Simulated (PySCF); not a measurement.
## PBE on Cr⁵⁺ (chromium, charge +5)

Configuration: [Ar] 3d1, 2D determinant. Calculation: PySCF 2.14, in an uncontracted even-tempered set (20 s from 0.13 bohr⁻², ratio 2.5; 13 p from 0.17 bohr⁻², ratio 2.5; 10 d from 0.17 bohr⁻², ratio 2.5; 5 f from 0.64 bohr⁻², ratio 2.7; 5 g from 0.96 bohr⁻², ratio 2.7); scalar relativity by spin-free X2C-1e.

```
Total energy                                                  : -1044.139 hartree
One-electron energy                                           : -1376.964 hartree
Hartree (Coulomb) energy                                      : 379.122 hartree
Exchange-correlation energy                                   : -46.297 hartree
⟨S²⟩                                                          : 0.7504
⟨L²⟩                                                          : 6.005
Sum of ⟨r⟩                                                    : 10.31 bohr
Sum of ⟨r²⟩                                                   : 9.093 bohr²
Traceless quadrupole moment −½Σ⟨3z² − r²⟩ along its main axis : 0.278 e·bohr²
Time after the integrals                                      : 2.3 s of wall time on 2 threads of Neoverse-V2 (shared host)
```

```
shell  electrons  mean orbital energy (eV)  spread (eV)  rms radius, mean of both spins (bohr)
 1s β          1                   -5962.3            0                                 0.0735
 1s α          1                   -5962.3            0                                 0.0735
 2s α          1                   -755.69            0                                  0.318
 2s β          1                   -755.12            0                                  0.318
 2p α          3                   -649.02        0.628                                  0.288
 2p β          3                   -648.59        1.102                                  0.288
 3s α          1                   -155.35            0                                  0.922
 3s β          1                   -154.08            0                                  0.922
 3p α          3                   -125.68        0.642                                  0.965
 3p β          3                   -124.41        2.035                                  0.965
 3d α          1                   -80.142            0                                   1.04
```

Densities and radii are taken from the X2C orbitals without a picture-change correction, which distorts them close to the nucleus.
